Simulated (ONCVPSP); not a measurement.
# Configuration tests for titanium (ONCV)

* Element: titanium
* Generator: ONCVPSP 4.0.1
* Type: optimised norm-conserving Vanderbilt (ONCV)
* Functional: PBE
* Relativity: scalar-relativistic
* Frozen core: [Ar]
* Valence charge: 4
* Reference configuration: 3d2 4s2
* Partial waves: 4s: rc 2.95 bohr, ncon 3, nbas 6, qcut 2.1 1/bohr, 2 projectors, debl 0.8 Ha; p scattering state at 0.2 Ha: rc 2.70 bohr, ncon 3, nbas 6, qcut 2.4 1/bohr, 3 projectors, debl 0.8 Ha; 3d: rc 1.35 bohr, ncon 4, nbas 9, qcut 12.9 1/bohr, 2 projectors, debl 1.8 Ha
* Local potential: polynomial inside 1.10 bohr (lpopt 5, dvloc0 2 Ha)
* Core correction: none

In the p channel the program set the typed energies aside and used 0.050, 0.850, 1.650 Ha.

Energies are relative to the spin-unpolarised reference configuration 3d2 4s2; without spin polarisation the order of configurations can differ from experiment.

Task: Give the all-electron excitation energy and the error of the potential for: 3d2 4s1; 3d2 4s0; 3d1 4s0; 3d3 4s0.

Result:

```json
{"valence configuration": "3d2 4s1", "charge": "+1", "ΔE all-electron (eV)": "7.347", "error AE − PS (meV)": "+5.0"}
{"valence configuration": "3d2 4s0", "charge": "+2", "ΔE all-electron (eV)": "20.919", "error AE − PS (meV)": "+187"}
{"valence configuration": "3d1 4s0", "charge": "+3", "ΔE all-electron (eV)": "47.867", "error AE − PS (meV)": "+324"}
{"valence configuration": "3d3 4s0", "charge": "+1", "ΔE all-electron (eV)": "7.395", "error AE − PS (meV)": "-36"}
```

Levels in the configuration 3d2 4s0:

```tsv
level	all-electron (eV)	pseudo (eV)
3d	-19.680	-19.471
```

Note: ghosts flagged at negative energy: s at -42.9 eV, p at -348.8 eV; GHOST(+) flagged for p at 56.6 eV, p at 218.3 eV. A true bound ghost makes a file unfit for plane-wave use.
